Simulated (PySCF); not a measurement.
# Polarisability and C₆ of Hf⁺ (hafnium, charge +1)

[Xe] 4f14 5d1 6s2, 2D determinant. All numbers are calculated (PySCF 2.14, a scalar-relativistic core potential, in aug-cc-pVTZ-PP with one added diffuse shell each of s, p, d, f, g type with ECP60MDF (7s7p6d4f3g, 113 functions)). Coupled (time-dependent) response in atomic units; α is the mean over directions.

```tsv
method	mean α (bohr³)	α xx, yy, zz	C₆ (like pair)	S(−4)
PBE0	53.87	52.81, 52.81, 55.99	516.7	1241
```

S(−4) is the Cauchy moment in α(ω) = α(0) + S(−4) ω² + …

Spin-orbit coupling is absent.

α(iu) at PBE0:

```csv
u (hartree),α(iu) (bohr³)
0,53.87
0.0500,50.97
0.100,44.13
0.200,29.80
0.300,20.39
0.500,11.40
0.750,6.968
1.00,4.884
1.50,2.893
2.00,1.931
3.00,1.027
5.00,0.4214
```

A single London oscillator, α(iu) = α/(1 + u²/ω²), gives C₆ = (3/4) ω α². Matching the computed C₆ needs ω = 4 × 516.7 / (3 × 53.87²) = 0.237 hartree.

For an ion, C₆ is the dispersion term alone; charge-induced terms of lower order in 1/R come first.

The components differ because the open shell of this determinant is not spherical; for a pure term their mean is the scalar polarisability.

⟨L²⟩ = 8.51 against 6 for a pure D term, so this real determinant mixes terms. Energies and moments cover only the electrons outside the core potential. Spin-orbit coupling, absent here, splits the open shell strongly. ⟨S²⟩ = 1.39 against 0.75 shows spin contamination. The s, p, d and f populations moved away from the nominal configuration during the SCF.
